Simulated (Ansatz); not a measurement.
```yaml
crystal:
  periodic: [true, true, true]
  atoms:
    - {symbol: O, position_ang: [-1.673806, 0.515349, 0.878518]}
    - {symbol: C, position_ang: [-0.508361, 0.697283, 0.073691]}
    - {symbol: C, position_ang: [0.694905, -0.011465, 0.740414]}
    - {symbol: N, position_ang: [1.151062, -0.955618, -0.291579]}
    - {symbol: Al, position_ang: [-0.117982, -0.543004, -1.440292]}
    - {symbol: H, position_ang: [-2.423409, 0.873198, 0.399223]}
    - {symbol: H, position_ang: [-0.297640, 1.766390, -0.047384]}
    - {symbol: H, position_ang: [1.480326, 0.700423, 1.024840]}
    - {symbol: H, position_ang: [0.339739, -0.511100, 1.649167]}
    - {symbol: H, position_ang: [1.959330, -1.517742, -0.090396]}
    - {symbol: H, position_ang: [-0.538664, -1.070612, -2.875703]}
basis:
  gaussian: {orbitals: def2-TZVP, point_charges: [{charge: 0.50, position_ang: [4.884, 0.343, 0.252]}]}
hamiltonian: {xc: {name: wB97X-V}}
scf: {lower_state_search: full}
output: {forces: true}
```

```sh
$ ansatz run in.yaml --threads 4 --pin off --events-out ev --progress --plain --max-ram 10444MiB
```

(1) How does Ansatz answer? (Best estimate.)

Results:

(1) Ansatz gave: The input was rejected before any iteration.
```
Error: YAML parse error: error: line 2 column 3: crystal: missing field `lattice` (a structure is typed as `lattice` and `atoms`, a molecule's as `atoms` in Å alone, or read from a run's directory, `checkpoint`)
 --> <input>:2:3
1 | crystal:
2 |   periodic: [true, true, true]
3 |   atoms:
4 |     - {symbol: O, position_ang: [-1.673806, 0.515349, 0.878518]}
```
